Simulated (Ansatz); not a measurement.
Species: C₃H₁₀GeN, net charge 0, doublet state. It need not be the lowest isomer of its formula. 
Coordinates optimised at B3LYP-D3(BJ)/def2-TZVP (Ansatz, a first-principles code):
```xyz
15

C      0.0120     1.6157     0.9995
N     -0.2821     0.4470     0.3271
Ge     1.1096    -0.5823    -0.3459
C     -1.6079    -0.1310     0.5199
C     -2.6934     0.6225    -0.2443
H     -0.7861     2.1379     1.5053
H      0.9223     2.1410     0.7522
H      2.0921     0.3828    -1.0265
H      0.4799    -1.5632    -1.3468
H      1.8349    -1.3542     0.7785
H     -1.8474    -0.1471     1.5906
H     -1.5896    -1.1707     0.1875
H     -2.7358     1.6670     0.0659
H     -2.4944     0.5966    -1.3169
H     -3.6714     0.1722    -0.0609
```
Charge 0, spin multiplicity 2.

Quantity: atomisation energy (electronic, to ground-state atoms), in kcal/mol. Correlated levels leave the core frozen unless marked. Open shells are spin-unrestricted. Spin-orbit coupling is left out. Frozen are the shells of the preceding noble gas and the d and f shells that filled before the atom's block. No relativistic terms. The coupled-cluster limit lacks core correlation, which all-electron functionals hold. CBS marks a two-point X^-3 extrapolation of the correlation energy; Hartree-Fock from the larger set.

| level | program | atomisation energy (kcal/mol) |
|---|---|---|
| BLYP-D4/def2-TZVPD | Ansatz + dftd4 | 1247.9 |
| revPBE-D4/def2-TZVPD | Ansatz + dftd4 | 1244.2 |
| revPBE/def2-TZVPD | Ansatz | 1220.7 |
| CAM-B3LYP/def2-TZVPD | Ansatz | 1252.9 |

Task: What does CCSD(T)/CBS(cc-pVTZ,cc-pVQZ) (Ansatz) give?

Result: 1247.2 kcal/mol, so CAM-B3LYP/def2-TZVPD differs from it by 5.7 kcal/mol.
